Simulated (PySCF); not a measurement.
**Static response to an electric field**

Zr(OEt)F3, C2H5F3OZr (singlet state).
Cartesian coordinates in Å at the PBE0-D3(BJ)/def2-SVP level; atoms count from 1:
```xyz
12
C2H5F3OZr angstrom
Zr     0.4492   -0.3184   -2.1667
O     -0.3336    0.0460   -0.4805
C     -0.8596    0.2170    0.8031
C      0.2290    0.1864    1.8531
H     -1.4048    1.1768    0.8366
H     -1.5989   -0.5815    0.9920
H     -0.2011    0.3108    2.8582
H      0.7669   -0.7735    1.8261
H      0.9573    0.9942    1.6862
F      2.3506   -0.2715   -1.9986
F     -0.1361    0.9868   -3.4305
F     -0.1034   -2.0558   -2.7280
```

Level: wB97X-D/def2-SVPD (PySCF), static field, nuclei fixed, core orbitals frozen in the response. The polarisability tensor in these axes (au):

```
x   60.94 -1.00 -4.57
y   -1.00 57.88  2.85
z   -4.57  2.85 77.15
```

Q: Give the principal values, the mean and the anisotropy Δα = √{½[(α1 − α2)² + (α2 − α3)² + (α1 − α3)²]}.

A: Principal values 57.42, 59.77 and 78.78 au; mean 65.32 au = 9.68 Å³ = 10.77 × 10⁻⁴⁰ C²·m²/J; Δα = 20.29 au (31 % of the mean).

Q: What is the dipole moment, and where does it point?

A: (-1.07, 0.51, 2.90) D, 3.13 D in size, pointing from the negative to the positive side. Measured along this direction, the outermost atoms are F11 at the negative end and H7 at the positive end.

Q: What would n − 1 = 2πNα be for an ideal gas of these molecules at 400 K and 1 atm, electronic part alone?

A: N = p/kT = 1.8347 × 10¹⁹ cm⁻³, so n − 1 = 2π × N × 9.68 × 10⁻²⁴ cm³ = 1116 × 10⁻⁶ at long wavelengths, for an ideal gas.

Q: Estimate the molar refractivity from the static electronic polarisability.

A: Lorentz–Lorenz: R = (4π/3)N_A α = 2.5225 cm³/(mol·Å³) × 9.68 Å³ = 24.4 cm³/mol, in the limit of long wavelengths.

Q: Orientational against electronic polarisability at 273 K (dilute gas, rigid molecules)?

A: In Gaussian units μ²/3kT = 86.49 Å³ against 9.68 Å³, a ratio of 8.93; the Debye molar polarisation (4π/3)N_A(α + μ²/3kT) is 242.6 cm³/mol, leaving out the vibrational part.

Q: Give the principal axes and the span of the nuclei along them.

A: Largest value along (-0.25, 0.14, 0.96), where the nuclei span 5.94 Å; middle along (0.96, -0.10, 0.27), 2.98 Å; least along (0.14, 0.98, -0.11), 3.07 Å. 

Isolated species at its PBE0-D3(BJ)/def2-SVP geometry, gas phase. Atoms past krypton carry effective core potentials; spin–orbit coupling is left out.

The run behind these numbers computed excited states and ΔSCF ions as well. Hardware: Arm Neoverse V1, one thread, on a shared host. Cost: 2.3 min (grids of density and orbitals included), 1.1 GiB resident at most.
